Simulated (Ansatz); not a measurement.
A nudged elastic band was laid between two geometries of H6N3Y (10 atoms, charge 0, multiplicity 1).

Level of theory: RHF/def2-SVP in Ansatz.

```
movable images  : 5
climbing image  : yes
spring          : 5.0 eV/Å²
optimiser       : quadratic models (default)
start path      : IDPP
force threshold : 0.05 eV/Å
iteration limit : 60
end points      : relaxed
```

Initial state:

```xyz
10
Properties=species:S:1:pos:R:3
N -1.697 0.911 -1.023
Y 0.000 0.000 0.001
N 0.521 -2.082 -0.392
N 1.177 1.171 1.416
H -2.311 0.476 -1.695
H -2.034 1.856 -0.926
H 1.277 -2.611 0.013
H 0.055 -2.720 -1.019
H 1.978 0.866 1.947
H 1.035 2.134 1.679
```

Final state:

```xyz
10
Properties=species:S:1:pos:R:3
N -1.697 0.912 -1.024
Y 0.001 0.001 -0.001
N 0.520 -2.082 -0.393
N 1.177 1.170 1.416
H -2.311 0.478 -1.695
H -2.034 1.857 -0.926
H 1.276 -2.611 0.014
H 0.055 -2.721 -1.019
H 1.036 2.133 1.680
H 1.977 0.863 1.947
```

**Question.** What changes between the two ends?

**Answer.** No bond is made or broken. The dihedral N1–Y2–N4–H9 goes from -180 to 0°. The two ends are copies of one structure, up to a mirror image or an exchange of like atoms.

**Question.** Give the energies along the band, and the barrier.

**Answer.** The run converged. The highest image is number 3 of 0 to 6, 14.2 kJ/mol above the ends, which have the same energy within 2 meV. A vibrational analysis at the climbing image gives one clearly imaginary mode, 256i cm⁻¹: a first-order saddle point.

```
image  path coordinate (Å)  energy (kJ/mol)  dihedral N1–Y2–N4–H9 (°)
    0                 0.00              0.0                      -180
    1                 0.58              3.4                       151
    2                 1.16             10.5                       121
    3                 1.74             14.2                        91
    4                 2.31             10.5                        60
    5                 2.89              3.4                        30
    6                 3.47              0.0                         0
```

**Question.** What is the geometry of the highest image?

**Answer.** 
```xyz
10
Properties=species:S:1:pos:R:3:forces:R:3
N -2.096 0.484 -0.284 -0.01 0.01 0.01
Y 0.006 -0.004 0.030 0.00 0.01 -0.01
N 0.864 -1.606 -1.177 0.01 0.00 0.01
N 1.235 1.121 1.471 0.01 0.03 -0.03
H -2.733 0.034 -0.923 0.00 0.00 0.00
H -2.635 1.203 0.172 0.00 0.00 0.00
H 1.815 -1.938 -1.170 -0.01 0.00 0.00
H 0.385 -2.168 -1.863 0.00 0.00 -0.01
H 1.385 0.916 2.446 0.00 -0.01 0.02
H 1.773 1.957 1.297 -0.02 -0.02 0.00
```

**Question.** What are the harmonic wavenumbers there?

**Answer.** 256i, 73, 123, 129, 295, 312, 396, 398, 450, 502, 553, 573, 579, 592, 605, 1659, 1663, 1664, 3714, 3718, 3719, 3780, 3788, 3788 cm⁻¹.

Run time: 89 s on 1 thread of Arm Neoverse V2 (shared host), peak memory 0.2 GiB.
